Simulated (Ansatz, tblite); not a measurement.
Cost and result up the ladder for the cluster Ge₃F₃⁻ (6 atoms). Charge -1, multiplicity 1. Geometry: r2SCAN-D4/def2-SVPD.

Cartesian coordinates in Å:
```
Ge -0.656 0.752 -0.424
Ge 1.750 1.076 -0.248
Ge -0.495 -1.667 -0.090
F 2.166 0.065 -1.723
F -1.394 -1.876 1.486
F -1.370 1.649 0.999
```

Ansatz on 4 threads of Arm Neoverse V1 on a shared host; xTB runs through tblite on one thread. Times are rough, summed over both states, and most runs start from the orbitals of an earlier one. No level here is sound enough to serve as a yardstick. The other state is a doublet.

The xTB rows come from tblite. The structure comes from a short search, and lower isomers may exist.

Run but left out: PBE-QIDH/def2-TZVPD (singlet: restricted singlet, unstable in another Hartree–Fock run and untested here).

Raw xTB energies of ions are shifted by several eV.

```csv
level,functions,wall time,vertical IE (eV),remarks
GFN1-xTB,39,0.012 s,7.15,–
GFN2-xTB,39,0.013 s,6.19,–
PBE-D4/def2-TZVPD,282,26 s,3.01,–
PBE0-D4/def2-TZVPD (with forces),282,59 s,3.15,restricted SCF unstable in HF (-1 singlet)
```
